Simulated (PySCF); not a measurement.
Fractional electron number in Mn⁺ (manganese, charge +1)

The 4s alpha orbital of [Ar] 3d5 4s1 is emptied in steps (occupation f), with all orbitals relaxed, ending at [Ar] 3d5. Calculation: PySCF 2.14, in def2-TZVPPD (6s6p4d2f1g, 67 functions); no relativity, point nucleus. The exact energy is a straight line in f; departures are measured from the line between the end points of the same method.

| f | BHandHLYP (eV) | MN15 (eV) |
| --- | --- | --- |
| 1 | 0.000 | 0.000 |
| 0.8 | -0.280 | -0.303 |
| 0.6 | -0.419 | -0.454 |
| 0.4 | -0.418 | -0.450 |
| 0.2 | -0.278 | -0.290 |
| 0 | 0.000 | 0.000 |

```tsv
method	E(f=0) − E(f=1) (eV)	−ε at f=1 (eV)	−ε at f=0.4 (eV)
BHandHLYP	15.399	13.649	15.752
MN15	15.232	13.342	15.648
```

Orbital energy along the path (eV):

```tsv
f	BHandHLYP	MN15
1	-13.649	-13.342
0.8	-14.352	-14.093
0.6	-15.054	-14.862
0.4	-15.752	-15.648
0.2	-16.445	-16.393
0	-17.125	-16.922
```

Reference removal energy between the ground levels: 15.640 eV (measured; NIST Atomic Spectra Database, ionization energies).
